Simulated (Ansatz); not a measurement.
Calculated with Ansatz (gas phase, PBE0-D4/def2-TZVP geometries, no zero-point term in ΔE). CCSD(T)/CBS adds triple-zeta CCSD(T) − MP2 to the extrapolated MP2 energy (def2 sets, frozen cores). DFT in def2-TZVPP. B3LYP here is the variant with VWN-RPA as its local correlation; programs differ in this. Each species was taken in one conformer, which may not be the lowest.

Consider the cleavage of the Si–Si bond: `CSS[SiH2][SiH3]` + `BNCC=C` → `BN([SiH3])CC=C` + `CSS[SiH3]`.

`CSS[SiH2][SiH3]`:

Z-matrix (Å, degrees):
```
C
S 1 1.800
H 1 1.090 2 111.0
H 1 1.093 2 105.9 3 118.4
H 1 1.089 2 110.8 3 -123.1
S 2 2.058 1 102.0 3 62.0
Si 6 2.151 2 97.2 1 -89.5
Si 7 2.338 6 110.9 2 -66.3
H 7 1.491 6 105.8 2 173.8
H 7 1.489 6 109.1 2 57.3
H 8 1.489 7 109.9 6 177.8
H 8 1.485 7 110.9 6 57.3
H 8 1.487 7 108.9 6 -63.1
```

`BNCC=C`:

Z-matrix (Å, degrees):
```
C
N 1 1.450
C 1 1.495 2 112.1
H 1 1.096 2 110.6 3 122.4
H 1 1.094 2 107.0 3 -120.9
B 2 1.384 1 127.0 3 118.4
H 2 1.009 1 113.2 3 -59.7
C 3 1.325 1 124.2 2 121.5
H 3 1.088 1 115.7 2 -57.7
H 6 1.197 2 118.8 1 -179.1
H 6 1.198 2 118.8 1 0.9
H 8 1.084 3 121.8 1 179.8
H 8 1.086 3 121.3 1 0.3
```

`BN([SiH3])CC=C`:

Cartesian coordinates in Å:
```
B -0.919 2.121 0.130
N -0.409 0.841 0.356
Si -1.349 -0.391 1.184
C 0.918 0.447 -0.125
C 0.848 -0.648 -1.140
C 1.429 -1.830 -1.002
H -2.013 2.395 0.532
H -0.253 2.923 -0.463
H -0.431 -1.152 2.073
H -1.974 -1.345 0.232
H -2.401 0.283 1.977
H 1.389 1.333 -0.560
H 1.539 0.121 0.717
H 0.262 -0.429 -2.031
H 1.354 -2.595 -1.767
H 2.008 -2.074 -0.116
```

`CSS[SiH3]`:

Cartesian coordinates in Å:
```
C -0.061 -0.142 1.921
S -0.639 1.187 0.852
S -1.528 0.142 -0.686
Si 0.218 0.025 -1.919
H -0.897 -0.745 2.274
H 0.419 0.347 2.772
H 0.668 -0.767 1.407
H 1.315 -0.652 -1.180
H 0.656 1.382 -2.326
H -0.151 -0.776 -3.116
```

```
             level  ΔE (kJ/mol)  difference from CCSD(T)/CBS
            PBE-D4         -8.4                         22.5
         r2SCAN-D4        -21.9                          9.0
           PBE0-D4        -14.1                         16.8
          B3LYP-D4        -26.4                          4.5
           ωB97X-V        -27.6                          3.3
            B2PLYP        -29.7                          1.2
               PBE         -5.4                         25.5
             B3LYP        -21.8                          9.1
     HF/def2-TZVPP        -39.0                         -8.1
    MP2/def2-TZVPP        -40.8                         -9.9
   CCSD/def2-TZVPP        -33.1                         -2.2
CCSD(T)/def2-TZVPP        -32.4                         -1.5
     HF/def2-QZVPP        -40.4                         -9.5
      HF/CBS(def2)        -40.6                         -9.7
     MP2/CBS(def2)        -39.3                         -8.4
    CCSD/CBS(def2)        -31.7                         -0.8
       CCSD(T)/CBS        -30.9                            0
```

Largest T1 diagnostic among the species: 0.013.

The D4 term adds −4.6 kJ/mol with B3LYP and −2.3 kJ/mol with PBE0; it sums over pairs of atoms, weighted by their polarisabilities, and B3LYP, whose exchange is more repulsive, gets the larger term. From PBE to PBE0 (25 % exact exchange), in def2-TZVPP and without D4, ΔE moves by −6.4 kJ/mol.
